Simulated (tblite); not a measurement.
Species: C₄H₆O₂SSi.
Atom-mapped SMILES: `[O:1]=[CH:2][O:3]/[CH:4]=[C:5]1\[SiH2:6][CH2:7][S:8]1` (hydrogens: H9 on C2; H10 on C4; H11, H12 on Si6; H13, H14 on C7)

Geometry (GFN2-xTB, Å), atoms numbered from 1 in this order:
```xyz
14
C4H6O2SSi angstrom
O      1.7399    1.0940   -0.3357
C      2.4706    0.1297   -0.2117
O      2.1699   -1.1110    0.0098
C      0.8633   -1.5745    0.1496
C     -0.2259   -0.8113    0.0752
Si    -0.5435    1.0385   -0.2088
C     -2.3742    0.3900   -0.0035
S     -1.8728   -1.3514    0.2423
H      3.5651    0.2360   -0.2852
H      0.8692   -2.6409    0.3249
H     -0.2855    1.9153    0.9243
H     -0.4199    1.5001   -1.5837
H     -2.9273    0.7293    0.8677
H     -3.0295    0.4558   -0.8673
```

Computed with GFN2-xTB (tblite): harmonic, unscaled wavenumbers at the GFN2-xTB geometry, gas phase. This tight-binding method is rough: wavenumbers can miss measured ones by several per cent, in bad cases by 10 to 20. Modes of hydrogen on silicon can be 10 to 20 % off. One conformer, not necessarily the lowest.

Harmonic wavenumbers (cm⁻¹): 75.8, 142.2, 155.4, 199.2, 248.9, 285.9, 358.6, 436.9, 448.4, 484.7, 574.3, 649.5, 671.7, 672.9, 718.7, 751.7, 764.4, 774.9, 791.9, 895.3, 941.9, 970.0, 1012.6, 1132.2, 1195.3, 1262.9, 1356.4, 1462.2, 1611.4, 1669.2, 2319.2, 2335.4, 2844.8, 3012.8, 3019.8, 3061.4.

A = 2832, B = 1159, C = 835.7 MHz; mass 145.986 u (most abundant isotopes); point group Cs, symmetry number 1.

**Question.** Zero-point energy?

**Answer.** Half the sum of the wavenumbers: 19654 cm⁻¹ = 56.20 kcal/mol.

**Question.** Entropy at 200 K, 1 bar (ideal gas, RRHO, classical rotation)?

**Answer.** Translation 38.89, rotation 27.96, vibration 12.88: S = 79.7 cal/(mol K).

**Question.** And Cp and H(200 K) − H(0)?

**Answer.** Cp = 25.40 cal/(mol K), of which vibrations give 17.45 (their classical limit is 36 R = 71.5); H(200 K) − H(0) = 3.15 kcal/mol without the zero-point energy, 1.56 from vibrations.

**Question.** Which modes carry the vibrational entropy at 200 K?

**Answer.** 75.8 cm⁻¹: 3.22; 142.2 cm⁻¹: 2.03; 155.4 cm⁻¹: 1.87; 199.2 cm⁻¹: 1.43; 248.9 cm⁻¹: 1.08; 285.9 cm⁻¹: 0.87 cal/(mol K); the other 30 give 2.39 together.

**Question.** How do the functions run with temperature in this model?

**Answer.** 
```csv
T (K),S (cal/(mol K)),Cp (cal/(mol K)),H − H(0) (kcal/mol),G − H(0) (kcal/mol),ln q(vib)
150,73.2,20.4,2.00,-8.97,1.62
250,85.9,30.3,4.54,-16.94,3.57
298.15,91.6,34.7,6.10,-21.22,4.57
400,103.0,42.5,10.05,-31.14,6.76
600,122.4,53.1,19.70,-53.73,11.03
900,145.9,62.4,37.16,-94.11,16.96
```

q(vib) and H(0) count from the zero-point level.

**Question.** What must be added to the electronic energy to get the Gibbs energy at 200 K and 1 bar?

**Answer.** ZPE + [H(200 K) − H(0)] − T·S = 56.20 + 3.15 − 15.94 = 43.41 kcal/mol.

**Question.** Blend soft modes into free rotors: weight 1/[1 + (100 cm⁻¹/ν̃)⁴] for the oscillator and the rest for a rotor with moment μB/(μ + B), μ = h/(8π²ν), B = 10⁻⁴⁴ kg m². What vibrational entropy results?

**Answer.** 12.60 cal/(mol K) in place of 12.88, which changes −T·S at 200 K by +0.05 kcal/mol.

Hindered rotation and anharmonicity are outside this model. Other conformers, if any are populated, would add a mixing term that is left out.

The run took 0.86 s on one thread, Intel Xeon (x86_64), no GPU, shared host with 64 logical CPUs at a one-minute load of 61. The figure is for the frequency step alone.
